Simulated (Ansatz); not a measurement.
C2H6Si, SMILES `CC=[SiH2]` (charge 0, multiplicity 1).

Method: Ansatz (an electronic-structure program) with r2SCAN0/cc-pVTZ // B3LYP-D3(BJ)/def2-TZVP.

Ansatz 0.2 input:
```yaml
crystal:
  periodic: [false, false, false]
  atoms:
    - { symbol: C, position_ang: [-1.271394, 0.213289, -0.125561] }
    - { symbol: C, position_ang: [-0.004045, -0.378687, 0.417025] }
    - { symbol: Si, position_ang: [1.594924, -0.046573, -0.085882] }
    - { symbol: H, position_ang: [-1.083615, 0.927824, -0.929014] }
    - { symbol: H, position_ang: [-1.93383, -0.563462, -0.521484] }
    - { symbol: H, position_ang: [-1.831963, 0.735019, 0.657061] }
    - { symbol: H, position_ang: [-0.12815, -1.099528, 1.22077] }
    - { symbol: H, position_ang: [2.760841, -0.699167, 0.532648] }
    - { symbol: H, position_ang: [1.897231, 0.911286, -1.165565] }
basis:
  gaussian: { orbitals: cc-pVTZ }
hamiltonian:
  xc: r2scan0
```

Output:

```
Functional definition: r2SCAN0
990 factors; their error is unknown
mean field evaluation 1: about -10037.2885 eV, gradient 5.9e1 eV
mean field evaluation 2: about -10019.8636 eV, gradient 9.1e1 eV
mean field evaluation 4: about -10046.2784 eV, gradient 6.7e0 eV
mean field evaluation 8: about -10046.3922 eV, gradient 1.7e-1 eV
mean field evaluation 16: about -10046.4177 eV, gradient 3.1e-5 eV
mean field -10046.41774985 eV, -369.1990426005 hartree, gradient 3.1e-5 eV, S^2 0.000000; 0 other end points of the search recorded, 0 dependent functions left out
reference -10046.41775904 eV, -369.1990429382 hartree; 16, 16 occupied and 162, 162 virtual orbitals, 990 factors
Total energy: -10046.41775904 eV, -369.1990429382 hartree
```
